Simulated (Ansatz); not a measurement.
Computed with Ansatz on PBE0-D4/def2-TZVP structures; ΔE is electronic, products minus reactants. CCSD(T)/CBS adds triple-zeta CCSD(T) − MP2 to the extrapolated MP2 energy (def2 sets, frozen cores). Functionals use def2-TZVPP. Each species was taken in one conformer, which may not be the lowest.

Consider the formal exchange of groups at the Si–C bond: `FCC([SiH3])Cl` + `CC(F)F` → `CC(F)[SiH3]` + `FCC(F)Cl`.

`FCC([SiH3])Cl`:

Cartesian coordinates in Å:
```
F -0.180 -0.751 1.843
C 0.385 0.393 1.317
C 0.604 0.256 -0.165
Si -0.890 -0.418 -1.125
Cl 1.999 -0.814 -0.523
H 1.324 0.577 1.845
H -0.307 1.224 1.500
H 0.870 1.241 -0.559
H -0.604 -0.262 -2.572
H -2.083 0.396 -0.766
H -1.116 -1.842 -0.795
```

`CC(F)F`:

```xyz
8

C    -0.402   -0.567   -0.366
C     0.420    0.504    0.282
F     0.658    0.192    1.585
F    -0.252    1.686    0.272
H    -1.346   -0.673    0.169
H     0.136   -1.515   -0.340
H    -0.604   -0.301   -1.404
H     1.390    0.673   -0.198
```

`CC(F)[SiH3]`:

```xyz
11

C     0.907   -0.353    1.035
C     0.082    0.634    0.246
F     0.939    1.569   -0.352
Si   -0.970   -0.151   -1.131
H     1.571   -0.924    0.382
H     1.517    0.166    1.779
H     0.254   -1.055    1.559
H    -0.568    1.201    0.924
H    -1.947   -1.086   -0.510
H    -0.085   -0.906   -2.056
H    -1.701    0.903   -1.877
```

`FCC(F)Cl`:

Cartesian coordinates in Å:
```
F -0.288 -1.113 -1.408
C -0.532 -0.045 -0.579
C 0.539 0.007 0.480
F 0.455 -1.078 1.288
Cl 0.307 1.481 1.441
H -0.514 0.875 -1.168
H -1.510 -0.172 -0.108
H 1.543 0.045 0.055
```

Is it downhill or uphill in electronic energy at CCSD(T)/CBS, and by how much? (An estimate is asked.)

The calculation gave: Uphill: ΔE = +0.55 eV.

What do these levels give: PBE0-D4, HF/def2-TZVPP, MP2/def2-TZVPP, CCSD/def2-TZVPP, CCSD(T)/def2-TZVPP, MP2/def2-QZVPP? (An estimate is asked.)

Computed: PBE0-D4 0.54, HF/def2-TZVPP 0.57, MP2/def2-TZVPP 0.61, CCSD/def2-TZVPP 0.57, CCSD(T)/def2-TZVPP 0.57, MP2/def2-QZVPP 0.60 eV.

Largest T1 diagnostic among the species: 0.011.

The D4 term adds +0.03 eV with B3LYP and +0.02 eV with PBE0; it sums over pairs of atoms, weighted by their polarisabilities, and B3LYP, whose exchange is more repulsive, gets the larger term. From PBE to PBE0 (25 % exact exchange), in def2-TZVPP and without D4, ΔE moves by +0.05 eV.

B3LYP here is the variant with VWN-RPA as its local correlation; programs differ in this.
